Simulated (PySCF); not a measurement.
# Nd: excitation energy

Nd [Xe] 4f4 6s2 (high-spin determinant) → Nd [Xe] 4f4 5d2 (high-spin determinant), as a difference of total energies. All numbers are calculated (PySCF 2.14, the spin-free X2C one-electron Hamiltonian (Gaussian nucleus), in x2c-TZVPPall (11s7p7d4f2g, 113 functions)). Correlated levels: valence: [Kr] 4d10 frozen; valence and next inner shell: [Ar] 3d10 frozen. The calculations carry no spin-orbit coupling.

| method | excitation energy (eV) |
| --- | --- |
| UHF | 2.769 |
| LDA | 2.862 |
| PBE | 2.579 |
| PBE0 | 2.566 |
| r2SCAN | 2.185 |
| MP2 (valence) | 3.106 |
| SCS-MP2 (valence) | 3.370 |
| MP2 (valence and next inner shell) | 3.205 |
| SCS-MP2 (valence and next inner shell) | 3.445 |

Q: How much does correlation contribute at MP2 (valence and next inner shell)?

A: 3.205 − (2.769) = 0.436 eV, measured against UHF.

A first-order spin-orbit estimate (lowest level to lowest level, LS coupling) adds -0.054 eV.

The determinant of the upper state and of the lower state mixes LS terms, which raises its energy above the lowest term, most at the Hartree-Fock and MP2 levels.
